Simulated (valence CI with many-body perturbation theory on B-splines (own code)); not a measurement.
Ta24+: calculated level list

Method: relativistic CI+MBPT: three valence electrons over a frozen Dirac-Fock core [Kr] 4d10, a basis of 8 s, 8 p, 9 d, 9 f, 6 g, 3 h, 2 i functions for each j, with the one-electron correlation potential Σ1 (screened to all orders), the two-electron term Σ2, the three-electron term Σ3, Breit, model QED; selected single and double excitations, second order for the rest, scaled by the run's own slope (own B-spline code, finite nucleus).

No measured spectrum was set against this ion. As an estimate, terms of the open shell hold to a few per cent of their energy, and close levels can change places. Core correlation moves these levels by up to 46000 cm⁻¹, and in measured spectra 5 to 20 % of such shifts remained as error; rates that hang on mixing are uncertain with them.

Levels 46 to 64 of 64, with energies above the lowest level, (4f5/2^3) J=9/2. "Leading %" is the weight of the configuration and term that name the level; weights of strongly mixed levels are sums over their largest components and can fall short. In the jj column 3d3/2^4 stands for four electrons in 3d with j = 3/2. Lifetimes count E1, E2, E3, M1 and M2 decay at the calculated energies, and are blank where another channel may lead or the interval is too uncertain; long ones can be off by a factor of two.

```csv
No.,Configuration,Term,J,E (cm⁻¹),Leading %,Second component,Leading jj,Lifetime
46,4f²5s,⁴H,11/2,823500,88,11 % 4f²5s ²H,4f5/2 4f7/2 5s (97 %),3.63 μs
47,4f²5s,²H,9/2,827410,51,40 % 4f²5s ⁴H,4f5/2 4f7/2 5s (92 %),1.86 μs
48,4f²5s,⁴F,7/2,833840,87,10 % 4f²5s ²G,4f5/2 4f7/2 5s (98 %),1.21 μs
49,4f²5s,⁴F,9/2,836210,50,32 % 4f²5s ²G,4f5/2 4f7/2 5s (97 %),1.62 μs
50,4f²5s,²F,5/2,840720,68,29 % 4f²5s ⁴F,4f5/2 4f7/2 5s (90 %),1.18 μs
51,4f²5s,⁴H,13/2,840840,95,5 % 4f²5s ²I,4f7/2^2 5s (68 %),4.05 μs
52,4f²5s,²G,7/2,841210,49,40 % 4f²5s ²F,4f5/2 4f7/2 5s (94 %),1.34 μs
53,4f²5s,²H,11/2,850930,82,10 % 4f²5s ⁴H,4f7/2^2 5s (58 %),1.12 μs
54,4f²5s,²G,9/2,862280,50,46 % 4f²5s ⁴F,4f7/2^2 5s (98 %),1.46 μs
55,4f²5s,²D,5/2,866690,49,38 % 4f²5s ⁴P,4f5/2 4f7/2 5s (82 %),705 ns
56,4f²5s,²F,7/2,868100,59,32 % 4f²5s ²G,4f7/2^2 5s (97 %),1.13 μs
57,4f²5s,²D,3/2,868470,61,16 % 4f²5s ⁴P,4f5/2 4f7/2 5s (72 %),741 ns
58,4f²5s,⁴P,1/2,869030,87,7 % 4f²5s ²P,4f5/2^2 5s (73 %),672 ns
59,4f²5s,⁴P,3/2,879380,80,13 % 4f²5s ²P,4f5/2 4f7/2 5s (94 %),494 ns
60,4f²5s,²I,13/2,883800,95,5 % 4f²5s ⁴H,4f5/2 4f7/2 5s (68 %),707 ns
61,4f²5s,²I,11/2,884400,92,6 % 4f²5s ²H,4f5/2 4f7/2 5s (62 %),614 ns
62,4f²5s,²P,1/2,887700,90,9 % 4f²5s ⁴P,4f5/2 4f7/2 5s (89 %),256 ns
63,4f²5s,⁴P,5/2,896240,60,37 % 4f²5s ²D,4f7/2^2 5s (92 %),478 ns
64,4f²5s,²P,3/2,903910,73,22 % 4f²5s ²D,4f7/2^2 5s (80 %),275 ns
```

Where two levels of one J and parity lie close, their mixing, g and order are uncertain.
